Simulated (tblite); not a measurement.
Run record: tight-binding relaxation, `N#CC[C@H]1C[C@@H]([SiH2]O[SiH3])C1`.

Computed with GFN2-xTB geometry optimisation, gas phase (tblite 0.8.0). Start geometry: from a force field or distance geometry. The command runs a driver script over a list of jobs; the input below is this job's line of settings and its coordinates in Å.

Command:
```bash
OMP_NUM_THREADS=1 python probes_run.py task.json out
```

Input:
```
{"job": {"kind": "relax", "xc": "GFN2-xTB", "basis": "xTB"}, "charge": 0, "multiplicity": 1}
N     -4.512700    -0.898600    -1.323300
C     -3.696700    -0.159600    -0.981200
C     -2.632500     0.758100    -0.524100
C     -1.894600     0.205700     0.663700
C     -0.930500    -0.997900     0.428200
C      0.001700    -0.365000     1.475700
Si     1.884700    -0.517300     1.137200
O      2.309900    -0.022600    -0.378700
Si     3.664200     0.076600    -1.323500
C     -0.642800     0.995200     1.127200
H     -1.954700     0.955600    -1.358300
H     -3.099200     1.719100    -0.256100
H     -2.577900     0.012200     1.528300
H     -1.329000    -1.980800     0.675300
H     -0.536200    -1.029400    -0.599500
H     -0.230400    -0.689200     2.512000
H      2.631200     0.304000     2.127400
H      2.303000    -1.936300     1.316900
H      4.241800    -1.266800    -1.508500
H      3.296700     0.650800    -2.637200
H      4.648000     0.971300    -0.663700
H     -0.800900     1.678200     1.966800
H     -0.147700     1.563600     0.325600
```

Output:
```
step      E/eV     max force
  0    -815.65214    1.422
  1    -815.75155    2.204
  2    -815.73100    4.375
  3    -815.84577    0.563
  4    -815.86438    0.399
  5    -815.87838    0.287
  6    -815.88450    0.268
  7    -815.89561    0.225
  8    -815.90347    0.247
  9    -815.90991    0.176
... (112 lines left out)
122    -816.02970    0.017
123    -816.02978    0.019
124    -816.02988    0.024
125    -816.03001    0.036
126    -816.03016    0.044
127    -816.03028    0.035
128    -816.03033    0.019
129    -816.03035    0.012
130    -816.03037    0.011
131    -816.03039    0.009
```

«max force» is the largest atomic force in eV/Å.

Q: From which step on does the largest force stay under 0.1 eV/Å, and how much energy is left to gain from there?

A: From step 75 (0.081 eV/Å), 14.1 meV above the end.

In short: energy lowered by 8.7 kcal/mol over 131 steps; largest atomic force 0.009 eV/Å at the end.

Time: 2.7 s. Hardware: an Arm Neoverse N1 with one thread, no GPU, shared host.
Labels such as C1 count atoms from 1, the log's own numbers from 0.
